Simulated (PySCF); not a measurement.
Task: Give a PBE0-D3(BJ)/def2-SVP geometry of BH2(NH2), `BN`.

Result: 
Z-matrix in Å and degrees, rows numbered from 1:
```
B 
H   1  1.2102
H   1  1.2102  2  121.79
N   1  1.3874  2  119.13  3   179.99
H   4  1.0119  1  123.20  2   179.98
H   4  1.0118  1  123.27  2     0.02
```

N4 (nitrogen bonded to B and 2 H) is planar (angles 123.3°, 123.2° and 113.5°, sum 360.0°, 0.00 Å off the plane of its three neighbours). B1 (boron bonded to N and 2 H) is planar (angles 121.8°, 119.1° and 119.1°, sum 360.0°, 0.00 Å off the plane of its three neighbours).

The calculation used PySCF 2.14.0, PBE0-D3(BJ)/def2-SVP geometry optimisation, gas phase.

Point group: C2v (tolerance 0.08 Å). PBE0-D3(BJ)/def2-SVP frequencies: not computed here.


Write Cartesian coordinates for `[O]=[Ta]([Cl])([Cl])[Cl]` (TaOCl3) as optimised with PBE0-D3(BJ)/def2-SVP. (Singlet state.)

```xyz
5
Cl3OTa angstrom
Ta    -0.0056    0.0002    0.0587
O      0.0020   -0.0353    1.7592
Cl     2.1829    0.0153   -0.6154
Cl    -1.1020    1.9197   -0.5519
Cl    -1.0773   -1.8999   -0.6506
```

Any rigid rotation of these coordinates is as good. Atoms count from 1 in this order. Ta1 (tantalum bonded to 3 Cl and O) is tetrahedral (angles from 106.6° to 112.8°). All 3 Cl–Ta bonds measure 2.290 to 2.294 Å.

Bonds between heavy atoms (Å): Ta1–O2 1.701, Ta1–Cl3 2.290, Ta1–Cl4 2.293, Ta1–Cl5 2.294.

Computed with PySCF 2.14.0, PBE0-D3(BJ)/def2-SVP geometry optimisation, gas phase, def2 core potentials past Kr.

Point group: C3v (tolerance 0.08 Å). Not checked by PBE0-D3(BJ)/def2-SVP frequencies.


What does the PBE0-D3(BJ)/def2-SVP structure of `C1CC1` look like in three dimensions?

```
atom  x, y, z in Å
C1    -0.7568   -0.4625    0.0209
C2     0.7374   -0.4655    0.1407
C3     0.0118    0.8122   -0.1556
H4    -1.3489   -0.5874    0.9316
H5    -1.2055   -0.9224   -0.8640
H6     1.1763   -0.5927    1.1342
H7     1.3196   -0.9276   -0.6613
H8    -0.0500    1.5667    0.6335
H9     0.0934    1.2319   -1.1620
```

Any rigid rotation of these coordinates is as good. Atoms count from 1 in this order. All 3 C–C bonds measure 1.499 Å. All internal angles of the 3-membered ring C1–C2–C3 are 60.0°.

Bonds between heavy atoms (Å): C1–C2 1.499, C2–C3 1.499, C1–C3 1.499.

Computed with PySCF, PBE0-D3(BJ)/def2-SVP geometry optimisation, gas phase.

Point group: D3h (tolerance 0.08 Å). Whether it is a minimum is left open (no frequencies).
